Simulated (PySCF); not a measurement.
C2H6N, SMILES [CH2]CN, multiplicity 2.

The structure is a stationary point at PBE0-D3(BJ)/def2-TZVP. The isomer is the one that the SMILES or the coordinates give; other isomers of the formula were not compared. The values are those of a single conformer.

These are TDA-CAM-B3LYP/def2-SVPD run with PySCF 2.14.0 values and carry that method's errors.

Vertical excitations. 

```
state    energy (eV)  λ (nm)      f                                                                                                                                     main pairs
-------  -----------  ------  -----  ---------------------------------------------------------------------------------------------------------------------------------------------
root 1          4.55     272  0.005                                                                                                                               β HOMO→LUMO 98 %
root 2          5.58     222  0.015                                                                                                                               α HOMO→LUMO 84 %
root 3          6.17     201  0.007                                                                                     α HOMO→LUMO+1 43 %, α HOMO−1→LUMO 28 %, β HOMO→LUMO+1 14 %
root 4          6.38     194  0.006                                                                                        α HOMO→LUMO+1 30 %, α HOMO→LUMO 6 %, β HOMO→LUMO+1 46 %
root 5          6.61     188  0.014                                              α HOMO−1→LUMO 28 %, α HOMO→LUMO+2 13 %, α HOMO→LUMO+1 6 %, β HOMO−2→LUMO 27 %, β HOMO→LUMO+1 13 %
root 6          6.68     186  0.004                                                                                                         α HOMO−1→LUMO 13 %, β HOMO−2→LUMO 56 %
root 7          6.80     182  0.002                                                                                                                             β HOMO−1→LUMO 73 %
root 8          6.98     178  0.010                                                                                                         α HOMO→LUMO+2 73 %, α HOMO−1→LUMO 11 %
root 9          7.37     168  0.024                                                                                                         α HOMO→LUMO+3 61 %, α HOMO→LUMO+4 26 %
root 10         7.57     164  0.001  α HOMO→LUMO+4 19 %, α HOMO−1→LUMO+1 11 %, α HOMO−1→LUMO+3 6 %, α HOMO−1→LUMO+2 6 %, β HOMO→LUMO+3 22 %, β HOMO→LUMO+2 10 %, β HOMO→LUMO+4 8 %
```
Unrestricted roots are not spin-pure.
